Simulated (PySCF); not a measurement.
BiF2Br, SMILES [F][Bi]([Br])[F].

Geometry optimised at PBE-D3(BJ)/def2-SVP. The def2 effective core potentials stand for the cores of Bi; spin–orbit coupling is left out.

All values below come from IEF-PCM-M06-2X/def2-SVP in PySCF.

The values are the electrostatic part of the solvation free energy, E(continuum) − E(gas) at the gas-phase geometry, in a cavity of scaled van der Waals radii (PySCF's table); cavitation and dispersion terms are not included. A continuum can't describe solvent molecules that bind to the metal. In vacuum the orbital gap is 8.45 eV. The dipole moment in vacuum is 5.06 D.

| solvent | ε | ΔG(elec) (kcal/mol) | dipole (D) | gap (eV) |
|---|---|---|---|---|
| water | 78.36 | -14.3 | 6.58 | 8.86 |
| ethylethanoate | 5.99 | -10.8 | 6.19 | 8.76 |
| dimethylsulfoxide | 46.83 | -14.1 | 6.56 | 8.85 |
